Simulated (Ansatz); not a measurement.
Reaction (cleavage of the B–Si bond): `B[SiH](B)CF` + `C=C[SiH2]N` → `BN[SiH2]C=C` + `B[SiH2]CF`

Computed with Ansatz on PBE0-D4/def2-TZVP structures; ΔE is electronic, products minus reactants. CCSD(T)/CBS adds triple-zeta CCSD(T) − MP2 to the extrapolated MP2 energy (def2 sets, frozen cores). Functionals use def2-TZVPP. B3LYP here is the variant with VWN-RPA as its local correlation; programs differ in this. Each species was taken in one conformer, which may not be the lowest.

```json
{"level": "PBE-D4", "ΔE (kJ/mol)": "-148.9", "difference from CCSD(T)/CBS": "9.3"}
{"level": "PBE0-D4", "ΔE (kJ/mol)": "-152.2", "difference from CCSD(T)/CBS": "6.0"}
{"level": "B3LYP-D4", "ΔE (kJ/mol)": "-159.3", "difference from CCSD(T)/CBS": "-1.1"}
{"level": "ωB97M-V", "ΔE (kJ/mol)": "-161.7", "difference from CCSD(T)/CBS": "-3.5"}
{"level": "PBE", "ΔE (kJ/mol)": "-150.2", "difference from CCSD(T)/CBS": "8.0"}
{"level": "r2SCAN", "ΔE (kJ/mol)": "-153.4", "difference from CCSD(T)/CBS": "4.8"}
{"level": "PBE0", "ΔE (kJ/mol)": "-153.4", "difference from CCSD(T)/CBS": "4.8"}
{"level": "B3LYP", "ΔE (kJ/mol)": "-161.3", "difference from CCSD(T)/CBS": "-3.1"}
{"level": "HF/def2-TZVPP", "ΔE (kJ/mol)": "-165.5", "difference from CCSD(T)/CBS": "-7.3"}
{"level": "MP2/def2-TZVPP", "ΔE (kJ/mol)": "-166.0", "difference from CCSD(T)/CBS": "-7.8"}
{"level": "SCS-MP2/def2-TZVPP", "ΔE (kJ/mol)": "-166.2", "difference from CCSD(T)/CBS": "-8.0"}
{"level": "CCSD/def2-TZVPP", "ΔE (kJ/mol)": "-159.9", "difference from CCSD(T)/CBS": "-1.7"}
{"level": "CCSD(T)/def2-TZVPP", "ΔE (kJ/mol)": "-160.0", "difference from CCSD(T)/CBS": "-1.8"}
{"level": "HF/def2-QZVPP", "ΔE (kJ/mol)": "-166.1", "difference from CCSD(T)/CBS": "-7.9"}
{"level": "SCS-MP2/def2-QZVPP", "ΔE (kJ/mol)": "-165.5", "difference from CCSD(T)/CBS": "-7.3"}
{"level": "MP2/CBS(def2)", "ΔE (kJ/mol)": "-164.1", "difference from CCSD(T)/CBS": "-5.9"}
{"level": "CCSD(T)/CBS", "ΔE (kJ/mol)": "-158.2", "difference from CCSD(T)/CBS": "0"}
```

Largest T1 diagnostic among the species: 0.014.

From PBE to PBE0 (25 % exact exchange), in def2-TZVPP and without D4, ΔE moves by −3.2 kJ/mol.
